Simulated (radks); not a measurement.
Values are calculated unless marked as measured or tabulated.
Dynamic dipole polarisability and lines of the zirconium ion Zr10+, [Ar] 3d10 4s2. Code: a radial shooting solver on a logarithmic mesh with Libxc functionals. Model: scalar-relativistic Kohn-Sham, LDA (Slater exchange, VWN5 correlation), spin-polarised, spherical densities, finite nucleus; Fermi nuclear charge, rms radius of each element as measured or else 0.836 A^(1/3) + 0.57 fm. Time-dependent linear response with the Hartree and adiabatic LDA kernel, continuum included through the Sternheimer equations, no spin-orbit coupling, so fine structure and intercombination lines are absent. Lines are the poles of the dipole polarisability below minus the highest occupied eigenvalue, found on a grid refined at the orbital gaps; the lowest seven at most are given, and weak or close lines can be missed. The first line takes the name of the lowest orbital gap if no other gap lies below it; otherwise a line is named after a gap within 0.6 % of it, if that gap stands alone.

photon energy (eV)  alpha (bohr^3)
0                            1.130
10.201                       1.246
30.603                       12.22
51.005                     -0.5504
71.407                     -0.1353
91.809                   0.0005649
112.21                      -11.98
132.61                     0.05415
153.01                     0.07536
173.42                      -1.561
193.82                     0.03277

Lines (eV, oscillator strength): 31.985 (38.76 nm, 4s-4p), f = 1.41; 112.16 (11.05 nm, 4s-5p), f = 0.178; 148.53 (8.348 nm, 4s-6p), f = 0.0685; 167.12 (7.419 nm, 4s-7p), f = 0.0301; 172.77 (7.176 nm, unassigned), f = 0.493; 178.04 (6.964 nm, 4s-8p), f = 0.0238; 185.01 (6.702 nm, 4s-9p), f = 0.0139. Higher lines, where found, are left out when the end of the mesh affects them. Those listed give 93 % of the static polarisability (sum of f/w^2). Orbital energy gaps for comparison: 4s-4p 26.455 eV; 4s-5p 112.40 eV; 4s-6p 148.64 eV; 4s-7p 167.18 eV; 3d-4p 170.68 eV.
